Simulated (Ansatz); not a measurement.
Ansatz (an electronic-structure program) input (RI-MP2/aug-cc-pVTZ):
A basis named .json is the Basis Set Exchange file of that set.

Ansatz 0.2 input:
```yaml
crystal:
  periodic: [false, false, false]
  atoms:
    - {symbol: C, position_ang: [-1.61393352, -0.66138059, -0.34586461]}
    - {symbol: Ge, position_ang: [-0.00008381, 0.34663431, 0.15401935]}
    - {symbol: C, position_ang: [1.61426250, -0.69931598, -0.25873106]}
    - {symbol: H, position_ang: [-2.51225336, -0.08755458, -0.11983065]}
    - {symbol: H, position_ang: [-1.60267277, -0.88329959, -1.41320495]}
    - {symbol: H, position_ang: [-1.65476815, -1.60188845, 0.20401514]}
    - {symbol: H, position_ang: [-0.03705876, 0.66923755, 1.66434992]}
    - {symbol: H, position_ang: [0.03648987, 1.68374649, -0.61885308]}
    - {symbol: H, position_ang: [1.60328288, -1.64017468, 0.29195452]}
    - {symbol: H, position_ang: [2.51230997, -0.14659957, 0.01578939]}
    - {symbol: H, position_ang: [1.65537825, -0.92158582, -1.32526557]}
basis:
  gaussian:
    orbitals: aug-cc-pVTZ
    fitting: {mean_field: def2-universal-jkfit, correlation: aug-cc-pVTZ-RIFIT.json}
magnetization: {spin_polarized: true, initial_magnetization: 2}
correlation: {method: mp2, electrons: outside_noble_gas}
```

Output:

```
Functional definition: HF
integrals: 0.59 GiB planned
560 factors; integrals over basis functions are off by at most 1.1e0 eV
0.75 GiB of device memory are held for the factors and their scratch space
mean field: 1.34 GiB planned
mean field evaluation 1: about -58648.2034 eV, gradient 3.1e1 eV
mean field evaluation 2: about -58652.5665 eV, gradient 1.7e1 eV
mean field evaluation 4: about -58654.7402 eV, gradient 1.8e0 eV
mean field evaluation 8: about -58655.0659 eV, gradient 4.1e-1 eV
mean field evaluation 16: about -58655.1260 eV, gradient 2.7e-2 eV
mean field evaluation 32: about -58655.4082 eV, gradient 1.7e0 eV
mean field evaluation 64: about -58653.1894 eV, gradient 1.4e1 eV
mean field evaluation 96: about -58656.1515 eV, gradient 4.8e-5 eV
mean field evaluation 128: about -58656.1499 eV, gradient 2.4e-1 eV
mean field evaluation 160: about -58656.0516 eV, gradient 2.4e0 eV
mean field evaluation 192: about -58655.0674 eV, gradient 8.1e-1 eV
mean field evaluation 224: about -58655.1263 eV, gradient 7.4e-3 eV
mean field -58656.15152507 eV, -2155.5738099788 hartree, gradient 2.7e-6 eV, S^2 2.010555; 20 other end points of the search recorded, 0 dependent functions left out
16 core orbitals not correlated
771 factors; their error is unknown
reference -58656.15152507 eV, -2155.5738099788 hartree; 11, 9 occupied and 308, 310 virtual orbitals, 771 factors
second order -12.84402165 eV of doubles, -0.00000000 eV of singles
Total energy: -58668.99554672 eV, -2156.0458190684 hartree
```

This state (charge 0, triplet) is run at the relaxed geometry of the species with charge 0 and multiplicity 1, and is a spin state other than that species' own.
